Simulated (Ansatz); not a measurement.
Species: C2H4BO2 (charge -1, singlet). It need not be the lowest isomer of its formula. Whether it binds its extra electron was not tested at this geometry. SMILES: [C-](=C)B(O)O
Structure (B3LYP-D3(BJ)/def2-TZVP (Ansatz, a program for electronic structure) minimum search):
```
C
C 1 1.3248
H 2 1.1040 1 123.82
H 2 1.1094 3 111.14 1 180.00
B 1 1.4707 2 145.72 3 180.00
O 5 1.4206 1 124.36 2 -93.48
H 6 0.9607 5 106.86 1 5.26
O 5 1.4206 6 110.98 7 179.11
H 8 0.9607 5 106.86 6 -179.11
```
Charge -1, spin multiplicity 1.

Parts of the frozen-core correlation energy in aug-cc-pVDZ (Ansatz, hartree). Frozen orbitals: 5; correlated occupied orbitals by spin: 14 and 14; virtual: 132 and 132. Spin-orbit coupling is left out. Non-relativistic.

```json
[
 {"term": "reference (HF)", "value": "-252.54526"},
 {"term": "MP2 opposite-spin", "value": "-0.57024"},
 {"term": "MP2 same-spin", "value": "-0.20281"},
 {"term": "CCSD correlation", "value": "-0.80104"},
 {"term": "(T)", "value": "-0.03025"},
 {"term": "T1 diagnostic", "value": "0.016"},
 {"term": "largest doubles amplitude", "value": "0.034"}
]
```
